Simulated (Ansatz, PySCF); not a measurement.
C₈H₁₀. Atoms are numbered in the order given.

```xyz
18

C      2.9188     0.1190     0.0892
C      1.4205     0.0412     0.0336
C      0.7019     0.6380    -1.0081
C     -0.6891     0.5903    -1.0453
C     -1.4197    -0.0561    -0.0424
C     -2.9207    -0.0812    -0.0664
C     -0.7009    -0.6593     0.9952
C      0.6902    -0.6117     1.0324
H      3.3590     0.1558    -0.9181
H      3.2488     1.0265     0.6226
H      3.3487    -0.7440     0.6184
H      1.2436     1.1462    -1.8113
H     -1.2206     1.0618    -1.8771
H     -3.3173    -0.9850     0.4190
H     -3.3401     0.7873     0.4691
H     -3.3088    -0.0477    -1.0949
H     -1.2417    -1.1832     1.7888
H      1.2225    -1.0988     1.8546
```
Charge 0, spin multiplicity 1.

Coordinates come from a PBE0-D3(BJ)/def2-SVP optimisation.

Vertical ionisation energy (IE) and electron affinity (EA) in eV. Rows of orbital energies are one-electron estimates. Where ΔSCF, EOM or ADC give a negative EA the extra electron is unbound and the value depends on the basis.

```json
[
 {"level": "−ε(HOMO), −ε(LUMO), PBE/def2-SVP (PySCF)", "IE": "5.60", "EA": "0.87"},
 {"level": "ΔSCF, PBE0/def2-SVPD (Ansatz), final states of multiplicity 2 and 2", "IE": "8.43", "EA": "-1.50"}
]
```

Problem. What vertical singlet–triplet gap does ΔSCF give with PBE0/def2-SVPD (Ansatz, a quantum-chemistry and plane-wave program)? (Estimate from the structure and the level; the computed values follow.)

Solution. 4.09 eV (triplet above singlet where positive).
